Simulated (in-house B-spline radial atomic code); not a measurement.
## Functionals against ionisation energies along an isoelectronic series: Er to W⁶⁺

Ionisation energies as differences of self-consistent total energies from an all-electron radial atomic-structure program (B-spline basis): all electrons, radial basis limit, scalar-relativistic (one-electron X2C), spin-polarised at highest spin, spherical densities; exact exchange is averaged over the determinants of each configuration. No spin-orbit coupling, Breit or QED terms. NIST's values run from ground level to ground level, so in open shells the differences also hold multiplet and fine-structure energies that spherical high-spin averages miss. Columns give computed minus NIST, in eV; a star marks a semi-empirical value. Species are left out where the tabulated value is theory, is uncertain by more than 0.12 eV, or (13 ions, such as In⁴⁺, Te⁴⁺ and Bi⁴⁺) lies off its series for all methods alike, which flatters the means a little.

```tsv
species	shell	NIST (eV)	Hartree-Fock	SCAN	r2SCAN	wB97X	AM05	OLYP
Er	6s	6.11	-1.11	-0.10	-0.20	+0.18	-0.06	-0.18
Tm⁺	6s	12.06 ± 0.02*	-0.90	+0.20	-0.05	-0.45	+0.13	-0.05
Yb²⁺	4f	25.05 ± 0.03*	-4.16	+1.29	+1.03	+0.17	+1.36	+1.63
Lu³⁺	4f	45.25 ± 0.03*	?	?	?	?	?	?
Hf⁴⁺	4f	68.37 ± 0.04*	-2.94	+1.24	+1.15	+0.29	+1.18	+1.72
Ta⁵⁺	4f	94.01 ± 0.05*	-2.52	+1.23	+1.20	+0.30	+1.09	+1.76
W⁶⁺	4f	122.01 ± 0.06*	-2.17	+1.23	+1.25	+0.31	+1.01	+1.81
```

(1) What are the differences for Lu³⁺ ([Xe] 4f14)?

(2) How do the methods rank, and which species is hardest?

Answers

(1) Hartree-Fock -3.43; SCAN +1.30; r2SCAN +1.12; wB97X +0.28; AM05 +1.30; OLYP +1.71 eV.

(2) Mean absolute (signed) differences: wB97X 0.28 (+0.15) eV; r2SCAN 0.86 (+0.79) eV; AM05 0.88 (+0.86) eV; SCAN 0.94 (+0.91) eV; OLYP 1.27 (+1.20) eV; Hartree-Fock 2.46 (-2.46) eV. For W⁶⁺, which loses a 4f electron, the nearest method is off by +0.31 eV, the largest such miss. Hartree-Fock comes too low mainly by the correlation energy of the removed electron.
